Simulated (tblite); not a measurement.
Species: C6H12Si (charge +1 and doublet state).
Numbering: `[CH3:1][C+:2]=[C:3][Si:4]([CH3:5])([CH3:6])[CH3:7]` (hydrogens: H8, H9, H10 on C1; H11, H12, H13 on C5; H14, H15, H16 on C6; H17, H18, H19 on C7)

A start from a force field or distance geometry was refined with tblite 0.8.0, GFN2-xTB geometry optimisation, gas phase. Values at the start:

```csv
coordinate,start
C1–C2,1.471 Å
C1–H8,1.136 Å
C2=C3,1.291 Å
C3–Si4,1.826 Å
Si4–C5,1.874 Å
Si4–C6,1.859 Å
Si4–C7,1.850 Å
C5–H11,1.114 Å
C1–C2–C3,162.4°
C2–C3–Si4,117.8°
C3–Si4–C5,106.7°
C3–Si4–C7,111.9°
C5–Si4–C6,106.3°
C5–Si4–C7,108.2°
```

Task: How do these coordinates change at the GFN2-xTB level?

Result: 
```json
{"coordinate": "Si4–C6", "GFN2-xTB (Å or °)": "1.954", "change": "+0.095"}
{"coordinate": "Si4–C5", "GFN2-xTB (Å or °)": "1.952", "change": "+0.078"}
{"coordinate": "C2=C3", "GFN2-xTB (Å or °)": "1.219", "change": "-0.072"}
{"coordinate": "C1–C2", "GFN2-xTB (Å or °)": "1.421", "change": "-0.050"}
{"coordinate": "C1–H8", "GFN2-xTB (Å or °)": "1.090", "change": "-0.046"}
{"coordinate": "Si4–C7", "GFN2-xTB (Å or °)": "1.890", "change": "+0.040"}
{"coordinate": "C5–H11", "GFN2-xTB (Å or °)": "1.084", "change": "-0.030"}
{"coordinate": "C3–Si4", "GFN2-xTB (Å or °)": "1.837", "change": "+0.011"}
{"coordinate": "C2–C3–Si4", "GFN2-xTB (Å or °)": "178.7", "change": "+60.9"}
{"coordinate": "C1–C2–C3", "GFN2-xTB (Å or °)": "179.4", "change": "+17.0"}
{"coordinate": "C5–Si4–C6", "GFN2-xTB (Å or °)": "97.6", "change": "-8.7"}
{"coordinate": "C5–Si4–C7", "GFN2-xTB (Å or °)": "113.8", "change": "+5.6"}
{"coordinate": "C3–Si4–C7", "GFN2-xTB (Å or °)": "114.6", "change": "+2.7"}
{"coordinate": "C3–Si4–C5", "GFN2-xTB (Å or °)": "107.9", "change": "+1.2"}
```

The energy falls by 28.1 kcal/mol over 107 L-BFGS steps, the largest force on an atom goes from 5.10 to 0.009 eV/Å, and the atoms move by 0.579 Å rms after alignment. The bond that changes most is Si4–C6 (ends: silicon bonded to 4 C; carbon bonded to Si and 3 H), which lengthens by 0.095 Å. Bonds longer at the end by more than 0.005 Å: 4 of 18; shorter: 14. Among the dihedrals that turn most is C6–Si4–C5–H13, from 82° to 60°. Rotational constants go from 3183, 1183, 1180 to 3007, 1046, 1007 MHz.

Its GFN2-xTB frequencies are all real (lowest 15 cm⁻¹). 2 starts were optimised and ended at 0.00 and 0.25 kcal/mol (GFN2-xTB); the lowest of these is shown.

The numbers are calculated, not measured.
